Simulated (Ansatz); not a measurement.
Gas-phase electronic energies from Ansatz, PBE0-D4/def2-TZVP geometries. CBS: MP2 limit from def2 TZ/QZ plus the TZ coupled-cluster correction, frozen cores. DFT in def2-TZVPP. B3LYP here is the variant with VWN-RPA as its local correlation; programs differ in this. Each species was taken in one conformer, which may not be the lowest.

`C=C([SiH3])C[SiH3]` → `[SiH3]/C=C/C[SiH3]`  (isomerisation)

```json
{"level": "ωB97X-V", "ΔE (eV)": "-0.08"}
{"level": "ωB97M-V", "ΔE (eV)": "-0.08"}
{"level": "B2PLYP", "ΔE (eV)": "-0.11"}
{"level": "B3LYP", "ΔE (eV)": "-0.14"}
{"level": "HF/def2-TZVPP", "ΔE (eV)": "-0.16"}
{"level": "HF/def2-QZVPP", "ΔE (eV)": "-0.16"}
{"level": "MP2/def2-QZVPP", "ΔE (eV)": "-0.07"}
{"level": "CCSD/CBS(def2)", "ΔE (eV)": "-0.08"}
```

(1) What does CCSD(T)/CBS give? (Estimate.)

Largest T1 diagnostic among the species: 0.012.

Answers

(1) Ansatz gave: -0.07 eV. The listed levels differ from it by -0.01, -0.01, -0.04, -0.07, -0.09, -0.09, 0.00, -0.01 eV.

In def2-TZVPP, CCSD(T) changes the Hartree–Fock value by +0.08 eV (the triples alone add +0.01 eV) and MP2 by +0.09 eV. The D4 term adds +0.06 eV with B3LYP and +0.03 eV with PBE0; it sums over pairs of atoms, weighted by their polarisabilities, and B3LYP, whose exchange is more repulsive, gets the larger term.
